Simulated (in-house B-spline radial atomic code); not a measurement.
RPA and G0W0 for I-, [Kr] 4d10 5s2 5p6, as one setting changes: the share of exact exchange in the PBE hybrid start. A dash marks a level of low quasi-particle weight. Computed with a B-spline radial code for spherical atoms: all electrons, scalar-relativistic (spin-free one-electron X2C), finite nucleus, each spin shell either full or empty, empty states to l = 9 with an (l + 1/2)⁻⁴ tail; G0W0 by contour deformation at full frequency.

The anion's configuration is assumed.

Spin-orbit coupling, left out, splits p levels strongly here.

```json
{"share of exact exchange in the PBE hybrid start": "0.5", "mean-field level (eV)": "-2.115", "G0W0 level (eV)": "5p -3.459", "RPA correlation (Eh)": "-4.0078"}
{"share of exact exchange in the PBE hybrid start": "0.6", "mean-field level (eV)": "?", "G0W0 level (eV)": "?", "RPA correlation (Eh)": "?"}
{"share of exact exchange in the PBE hybrid start": "0.7", "mean-field level (eV)": "-2.969", "G0W0 level (eV)": "5p -3.539", "RPA correlation (Eh)": "-3.9388"}
{"share of exact exchange in the PBE hybrid start": "0.8", "mean-field level (eV)": "?", "G0W0 level (eV)": "?", "RPA correlation (Eh)": "?"}
{"share of exact exchange in the PBE hybrid start": "0.9", "mean-field level (eV)": "-3.841", "G0W0 level (eV)": "5p -3.576", "RPA correlation (Eh)": "-3.874"}
{"share of exact exchange in the PBE hybrid start": "1", "mean-field level (eV)": "-4.283", "G0W0 level (eV)": "5p -3.585", "RPA correlation (Eh)": "-3.843"}
```

(1) What belongs in the row for 0.8?

(2) What belongs in the row for 0.6?

(3) At what share of exact exchange does G0W0 leave the highest level unchanged?

Results:

(1) mean-field level (eV): -3.403; G0W0 level (eV): 5p -3.562; RPA correlation (Eh): -3.9059.

(2) mean-field level (eV): -2.540; G0W0 level (eV): 5p -3.507; RPA correlation (Eh): -3.9727.

(3) Near 0.84, where the shift changes sign (-0.158 eV at 0.8, +0.265 eV at 0.9).
